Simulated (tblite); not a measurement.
Species: C5H7B2BrSi.
SMILES with atom numbers: `[CH:1]#[C:2][BH:3][Si@H:4]([BH:5][Br:6])[C:7]#[C:8][CH3:9]` (hydrogens: H10 on C1; H11 on B3; H12 on Si4; H13 on B5; H14, H15, H16 on C9)

Computed with GFN2-xTB (tblite), gas phase: L-BFGS steps from a force-field or distance-geometry start until the largest atomic force falls under 0.01 eV/Å.

The end geometry, which sets the zero of energy:
```
atom  x, y, z in Å
C1      4.3409   -0.1690   -0.2437
C2      3.1989   -0.5347   -0.0877
B3      1.7677   -0.8950    0.1139
Si4     0.4058    0.4934   -0.2378
B5      0.7161    1.9982    1.0051
Br6     2.0525    3.2556    0.6406
C7     -1.3244   -0.1417   -0.0244
C8     -2.4404   -0.5697    0.1331
C9     -3.7835   -1.0750    0.3191
H10     5.3392    0.1349   -0.3757
H11     1.4947   -1.9564    0.5287
H12     0.4503    0.9557   -1.6502
H13     0.1662    2.1292    2.0357
H14    -3.7507   -2.0777    0.7457
H15    -4.3018   -1.1165   -0.6389
H16    -4.3393   -0.4223    0.9926
```

Problem. These geometries come from the run, each turned onto the end geometry. Order them by energy, lowest first.
A.
```
atom  x, y, z in Å
C1      4.4213   -0.4241    0.2035
C2      3.2630   -0.6904   -0.0153
B3      1.8235   -0.9878   -0.2617
Si4     0.5347    0.4925   -0.4120
B5      0.6744    2.0085    0.8670
Br6    -0.2690    3.5891    0.5663
C7     -1.1982   -0.1109   -0.0980
C8     -2.3175   -0.4717    0.1698
C9     -3.6551   -0.9299    0.4745
H10     5.4317   -0.2004    0.3903
H11     1.4977   -2.1108   -0.3494
H12     0.4933    1.0170   -1.8054
H13     1.2926    1.9748    1.8673
H14    -3.6155   -1.9358    0.8928
H15    -4.2594   -0.9471   -0.4322
H16    -4.1251   -0.2641    1.1986
```
B.
```
atom  x, y, z in Å
C1      4.3396   -0.1681   -0.1365
C2      3.1954   -0.5521   -0.0399
B3      1.7537   -0.9194    0.0693
Si4     0.4152    0.4857   -0.3063
B5      0.7606    1.9440    0.9782
Br6     1.7365    3.4646    0.4949
C7     -1.3230   -0.1180   -0.0558
C8     -2.4396   -0.5348    0.1274
C9     -3.7759   -1.0446    0.3420
H10     5.3340    0.1602   -0.2312
H11     1.4452   -1.9887    0.4395
H12     0.4625    0.9391   -1.7219
H13     0.4489    1.8707    2.1089
H14    -3.7306   -2.0465    0.7681
H15    -4.3103   -1.0889   -0.6057
H16    -4.3202   -0.3943    1.0252
```
C.
```
atom  x, y, z in Å
C1      4.3988   -0.2315   -0.1041
C2      3.2537   -0.6157   -0.0725
B3      1.8098   -0.9843   -0.0028
Si4     0.4747    0.4470   -0.2873
B5      0.6745    1.9513    0.9842
Br6     1.2314    3.6380    0.4291
C7     -1.2637   -0.1743   -0.0606
C8     -2.3933   -0.5471    0.1406
C9     -3.7544   -0.9843    0.3673
H10     5.4001    0.0910   -0.1337
H11     1.5090   -2.0833    0.2706
H12     0.5043    0.9424   -1.6876
H13     0.4750    1.8424    2.1380
H14    -3.7658   -1.9822    0.8052
H15    -4.3025   -1.0058   -0.5735
H16    -4.2593   -0.2945    1.0432
```
D.
```
atom  x, y, z in Å
C1      4.3118   -0.1371   -0.2029
C2      3.1750   -0.5260   -0.0669
B3      1.7439   -0.8988    0.1053
Si4     0.3911    0.4996   -0.2421
B5      0.7787    1.9828    1.0033
Br6     2.0620    3.2612    0.5313
C7     -1.3393   -0.1305   -0.0154
C8     -2.4529   -0.5687    0.1293
C9     -3.7916   -1.0862    0.3097
H10     5.3080    0.1797   -0.3164
H11     1.4650   -1.9604    0.5154
H12     0.4155    0.9691   -1.6511
H13     0.3362    2.0843    2.0874
H14    -3.7510   -2.0892    0.7339
H15    -4.3064   -1.1294   -0.6497
H16    -4.3537   -0.4413    0.9848
```
E.
```
atom  x, y, z in Å
C1      4.3197   -0.1485   -0.1641
C2      3.1798   -0.5315   -0.0321
B3      1.7468   -0.9178    0.0961
Si4     0.4036    0.4890   -0.2590
B5      0.7656    1.9707    0.9963
Br6     1.8958    3.3762    0.4996
C7     -1.3298   -0.1304   -0.0450
C8     -2.4436   -0.5587    0.1244
C9     -3.7836   -1.0638    0.3237
H10     5.3136    0.1688   -0.2930
H11     1.4657   -1.9983    0.4491
H12     0.4423    0.9412   -1.6755
H13     0.3963    1.9923    2.1134
H14    -3.7404   -2.0660    0.7519
H15    -4.3071   -1.1047   -0.6318
H16    -4.3324   -0.4095    1.0022
```

Solution. D (0.003 eV), E (0.007 eV), B (0.013 eV), C (0.025 eV), A (0.073 eV).

In the order of the answer:

| step | E above end (eV) | largest force (eV/Å) | rms force component (eV/Å) | rms distance from end (Å) | rms bond change (Å) | bond most changed (Å) |
| --- | --- | --- | --- | --- | --- | --- |
| 156 | 0.003 | 0.03 | 0.011 | 0.064 | 0.001 | Si4–H12 -0.001 |
| 150 | 0.007 | 0.09 | 0.023 | 0.104 | 0.001 | Si4–C7 -0.002 |
| 140 | 0.013 | 0.18 | 0.037 | 0.157 | 0.001 | Si4–B5 -0.002 |
| 126 | 0.025 | 0.14 | 0.041 | 0.291 | 0.003 | B5–Br6 -0.010 |
| 76 | 0.073 | 0.03 | 0.012 | 0.760 | 0.004 | Si4–B5 +0.012 |

The cost below is that of the whole relaxation. Hardware: one thread of an Arm Neoverse V1, shared host with 32 logical CPUs at a one-minute load of 31. Cost: 1.8 s wall.
